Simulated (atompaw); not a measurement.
gold PAW (atompaw): all-electron and pseudo phase curves

```json
{"Element": "Au", "Generator": "atompaw 4.2.0.5", "Type": "PAW", "Functional": "PBEsol", "Relativity": "scalar-relativistic", "Frozen core": "[Xe] 4f14", "Valence charge": "11", "Reference configuration": "5d10 6s1 6p0", "Partial waves": "6s (bound): rc 2.90 bohr; 6s channel at 0.85 Ry: rc 2.40 bohr; 6p (bound, empty): rc 2.90 bohr; 6p channel at 0.5 Ry: rc 2.90 bohr; 5d (bound): rc 2.90 bohr; 5d channel at 1.85 Ry: rc 2.90 bohr", "Local potential": "ultrasoft scheme with l = 3 at -0.5 Ry, radius 1.90 bohr", "Core correction": "smooth core density matched at 2.40 bohr", "Augmentation charge": "besselshape compensation charge, radius 2.20 bohr; PAW radius 2.90 bohr; waves and projectors: custom rrkj gramschmidtortho"}
```

The phase is arctan(r·u′/u) with u = r·R(r), unwrapped; energies in Ry, scanned from -3 to 5 Ry. A pole is an energy at which the radial function vanishes at the test radius. The pseudo phase is shifted by a multiple of π to meet the all-electron one at the reference energy, and phase errors are pseudo minus all-electron; the curves can meet again beyond the range given. Levels narrower than the energy grid can be missing from the lists of poles.

```csv
channel,radius (bohr),reference energy (Ry),"poles, all-electron","poles, pseudo",unbroken range about the reference energy with phases within 0.05 rad,phase error 1 Ry above the reference energy (rad)
s,2.90,-0.43,0.77,"-1.73, 0.77",-1.6 to 3.2,+0.000
p,2.90,-0.05,2.15,"2.10, 2.96",below 2.6,-0.000
d,2.90,-0.51,"-0.32, 4.53","-0.32, 4.42",the whole range,-0.002
```

Note: ghost state, extra bound levels that the all-electron valence spectrum of the same l lacks: s at -23.9 eV. A true bound ghost makes a file unfit for plane-wave use.

Phases in the p channel:

```
E (Ry)  all-electron  pseudo
 -3.00         1.360   1.359
 -2.52         1.337   1.336
 -2.04         1.306   1.306
 -1.56         1.261   1.260
 -1.08         1.185   1.185
 -0.60         1.033   1.033
 -0.12         0.602   0.602
  0.36        -0.581  -0.581
  0.84        -1.220  -1.220
  1.32        -1.424  -1.425
  1.80        -1.523  -1.526
  2.28        -1.587  -1.598
  2.76        -1.638  -2.045
  3.24        -1.688  -4.780
  3.72        -1.747  -4.840
  4.20        -1.834  -4.906
  4.68        -2.001  -5.006
```
